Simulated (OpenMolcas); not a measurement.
In+: effect of the level shift or regulariser

* Program: OpenMolcas
* Basis: ANO-R2 [7s6p4d2f1g]
* Scalar Hamiltonian: X2C, finite nucleus
* Active space: 2 electrons in 8 orbitals (5s 5p 6s 6p)
* State averaging: 2S+1 = 3 even, 1 root; 2S+1 = 1 even, 7 roots; 2S+1 = 3 odd, 3 roots; 2S+1 = 1 odd, 3 roots
* Spin-orbit coupling: RASSI with atomic mean-field integrals over the reference wave functions, term energies averaged over their components

Methods on the same reference wave functions:
A. CASSCF
B. MS-CASPT2, IPEA 0.25 Eh, imaginary shift 0.1 Eh (closed shells correlated: 4d)
C. MS-CASPT2, IPEA 0.25 Eh, real shift 0.2 Eh (closed shells correlated: 4d)

Energies in eV above 5s² ¹S₀, the measured ground level; measured values from NIST Handbook of Basic Atomic Spectroscopic Data.

```tsv
Level	A	B	C	Measured
5s² ¹S₀	0.0000	0.0000	0.0000	0.0000
5s 5p ³P°₀	4.7967	5.273	5.273	5.2416
5s 5p ³P°₁	4.9060	5.381	5.380	5.3748
5s 5p ³P°₂	5.1393	5.616	5.615	5.6821
5s 5p ¹P°₁	8.3140	7.832	7.846	7.8157
```

Deviations, from unrounded energies. A percentage is the sum of absolute deviations over the sum of measured energies, with the sign that they share, or ± where signs differ.

```tsv
Against measurement	Levels	A	B	C
mean absolute deviation (cm-1)	4	3900	240	270
other configurations (%)	4	±8.1	±0.5	±0.6
```

B lies closest to measurement on these levels and A furthest from it. The largest miss of B in the table is 5s 5p ³P°₂, by -530 cm-1. The ranking rests on the paired levels alone, and a cruder setting can come out closer through cancelling errors.

Between B and C the level of the table that moves most is 5s 5p ¹P°₁, by 120 cm-1 (lowest in B, highest in C). Moves below CASPT2's spread within the term are not significant.

The lowest spin-free term lies below A's lowest term by 0.426 hartree in B, 0.426 hartree in C.

The run also gave levels led by 5s 6s, which use shells meant for correlation; these and all levels above them are left out. Without dynamic correlation excited terms often stand tens of per cent too high (terms of higher spin than the ground term too low), and those without a measured partner can miss by more than the paired ones (holds for A). Computed and measured levels are paired by configuration, term and J; levels that our copy of the source lacks, or whose pairing is in doubt (as where it misses far off the trend of its configuration), stay unpaired and out of the deviations. Only configurations of the active space appear. Levels that lie high or do not pair safely by name in every column are left out.

° marks odd parity.
